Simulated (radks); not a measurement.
Results of a calculation; reference values are marked as such.
Rh+, configuration [Kr] 4d8 (the NIST ground configuration). Code: a radial shooting solver on a logarithmic mesh with Libxc functionals. Model: scalar-relativistic Kohn-Sham, LDA (Slater exchange, Perdew-Wang correlation), spin-polarised, spherical densities, finite nucleus; open shells are filled with parallel spins first (spin-orbit coupling, left out, can overturn this in heavy ions); Fermi nuclear charge, rms radius 4.4945 fm. Some entries of the table are withheld. Estimate them.

orbital,occ.,eigenvalue (eV),r(max) (bohr)
1s up,1,-23015.75,0.02120
1s down,1,-23015.74,0.02120
2s up,1,-3344.182,0.1199
2s down,1,-3343.891,0.1199
2p up,3,-3000.017,0.09578
2p down,3,-2999.788,0.09577
3s up,1,-603.3885,0.3519
3s down,1,-603.1836,0.3519
3p up,3,-490.2451,0.3449
3p down,3,-490.0223,0.3449
3d up,5,-308.7177,0.2909
3d down,5,-308.4210,0.2910
4s up,1,-90.8441,0.8806
4s down,1,-89.6177,0.8796
4p up,3,-58.8789,(1)
4p down,3,-57.6100,(2)
4d up,5,-14.3799,1.148
4d down,3,-13.1942,1.148

Answer. 
(1) 4p up r(max) (bohr): 0.9436
(2) 4p down r(max) (bohr): 0.9424
